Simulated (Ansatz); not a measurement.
`CC(C)[Si]Cl` + H₂S → `S[Si]Cl` + `CCC`  (ligand exchange at the Si–C bond)

Computed with Ansatz on PBE0-D4/def2-TZVP structures; ΔE is electronic, products minus reactants. CBS: MP2 limit from def2 TZ/QZ plus the TZ coupled-cluster correction, frozen cores. This one scheme is used for every species. Functionals use def2-TZVPP. One conformer a species, not always the lowest.

| level | ΔE (kcal/mol) | difference from CCSD(T)/CBS |
| --- | --- | --- |
| LDA (SPW92) | -29.9 | -0.6 |
| PBE-D4 | -31.1 | -1.8 |
| r2SCAN-D4 | -31.7 | -2.4 |
| B97M-V | -31.5 | -2.2 |
| BHLYP-D4 | -30.2 | -0.9 |
| ωB97X-V | -29.2 | 0.1 |
| PBE | -32.6 | -3.3 |
| revPBE | -33.6 | -4.3 |
| r2SCANh | -32.0 | -2.7 |
| BHLYP | -31.9 | -2.6 |
| LC-ωPBE | -29.9 | -0.6 |
| SCS-MP2/def2-TZVPP | -29.3 | 0.0 |
| CCSD/def2-TZVPP | -28.5 | 0.8 |
| HF/def2-QZVPP | -31.8 | -2.5 |
| SCS-MP2/def2-QZVPP | -29.7 | -0.4 |
| MP2/CBS(def2) | -29.9 | -0.6 |
| CCSD(T)/CBS | -29.3 | 0 |

Largest T1 diagnostic among the species: 0.014.

Leaving LDA and LC-ωPBE aside and taking each functional with its dispersion term where it has one, the values spread over 2.6 kcal/mol, from r2SCAN-D4 to ωB97X-V. LDA lies +2.7 kcal/mol from PBE without D4. From BLYP to BHLYP (50 % exact exchange), in def2-TZVPP and without D4, ΔE moves by +1.5 kcal/mol.
